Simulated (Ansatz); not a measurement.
Reaction (redistribution): `N[SiH2][SiH](O)F` + `[SiH3]C[SeH]` → `N[SiH2]C[SeH]` + `O[SiH](F)[SiH3]`

Computed with Ansatz on PBE0-D4/def2-TZVP structures; ΔE is electronic, products minus reactants. CBS: MP2 limit from def2 TZ/QZ plus the TZ coupled-cluster correction, frozen cores. Functionals use def2-TZVPP. B3LYP here is the variant with VWN-RPA as its local correlation; programs differ in this. For Se outer-core shells are correlated without core-valence functions, which leaves a few kJ/mol of doubt a bond. Scalar relativity is left out up to krypton. Each species was taken in one conformer, which may not be the lowest.

```
             level  ΔE (kJ/mol)  difference from CCSD(T)/CBS
            PBE-D4        -13.3                          3.9
         r2SCAN-D4        -16.2                          1.0
           ωB97X-V        -15.9                          1.3
           ωB97M-V        -15.8                          1.4
            B2PLYP        -16.1                          1.1
               PBE        -13.1                          4.1
            r2SCAN        -16.1                          1.1
              PBE0        -15.5                          1.7
             B3LYP        -15.7                          1.5
SCS-MP2/def2-TZVPP        -16.6                          0.6
CCSD(T)/def2-TZVPP        -16.8                          0.4
     HF/def2-QZVPP        -20.8                         -3.6
SCS-MP2/def2-QZVPP        -17.0                          0.2
      HF/CBS(def2)        -20.9                         -3.7
     MP2/CBS(def2)        -17.4                         -0.2
    CCSD/CBS(def2)        -18.1                         -0.9
       CCSD(T)/CBS        -17.2                            0
```

Largest T1 diagnostic among the species: 0.013.

In def2-TZVPP, CCSD(T) changes the Hartree–Fock value by +3.8 kJ/mol (the triples alone add +0.9 kJ/mol) and MP2 by +3.6 kJ/mol.
